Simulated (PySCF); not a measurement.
Stretching GaSn

Set-up: Ga def2-SVP, Sn def2-SVP with ECP28; scalar-relativistic core potentials (PySCF 2.14). Energies in eV from Ga + Sn in their ground configurations at the same level. All curves are PBE0. state 1: ⁴Σ⁻ (quartet), unpaired electrons σ ↑, π ↑↑; state 2: Ms = 0.5 determinant of mixed spin (⟨S²⟩ near 1.8), unpaired electrons σ ↓, π ↑↑, a second solution, started from another occupation; state 3: Ms = 0.5 determinant of mixed spin (⟨S²⟩ near 1.8), unpaired electrons σ ↑, π ↑↓, a mixture of terms (⟨Lz²⟩ = 2.0), a second solution, started from another occupation; state 4: ²Π (doublet), unpaired electrons π ↑, a second solution, started from another occupation.

| R (Å) | state 1 | state 2 | state 3 | state 4 |
| --- | --- | --- | --- | --- |
| 2.295 | -1.548 | -1.235 | -1.168 | 0.069 |
| 2.401 | -1.898 | -1.577 | -1.518 | -0.520 |
| 2.508 | -2.085 | -1.756 | -1.704 | -0.914 |
| 2.588 | -2.150 | -1.813 | -1.767 | -1.113 |
| 2.668 | -2.168 | -1.823 | -1.782 | -1.248 |
| 2.748 | -2.150 | -1.798 | -1.762 | -1.333 |
| 2.855 | -2.086 | -1.727 | -1.696 | -1.385 |
| 2.988 | -1.966 | -1.598 | -1.572 | -1.380 |
| 3.148 | -1.786 | -1.416 | -1.390 | -1.302 |
| 3.362 | -1.526 | -1.162 | -1.129 | -1.128 |

Task: Put a parabola through the three lowest points of the state 1 curve and estimate Re, k and ωe (reduced mass 43.77 u; 1 eV/Å² = 0.16022 mdyn/Å; ωe = 1302.8·√(k/μ) cm⁻¹).

Result: Through R = 2.588, 2.668, 2.748 Å the second-order coefficient is 2.81 eV/Å², so Re ≈ 2.668 Å, k ≈ 0.901 mdyn/Å and ωe ≈ 187 cm⁻¹. A polynomial fit of higher order to the unrounded PBE0 energies gives Re = 2.664 Å, k = 0.894 mdyn/Å, ωe = 186 cm⁻¹; anharmonicity and rounding make the difference.

The higher-order fit for each curve: state 1: Re = 2.664 Å, ωe = 186 cm⁻¹, De = 2.17 eV; state 2: Re = 2.648 Å, ωe = 191 cm⁻¹, minimum 1.82 eV below the ground-state fragments; state 3: Re = 2.659 Å, ωe = 188 cm⁻¹, minimum 1.78 eV below the ground-state fragments; state 4: Re = 2.908 Å, ωe = 156 cm⁻¹, minimum 1.39 eV below the ground-state fragments.

These are scalar-relativistic numbers at best; spin–orbit coupling would shift them, the dissociation energy most. The state was picked by a PBE0 search and need not be the measured ground state.
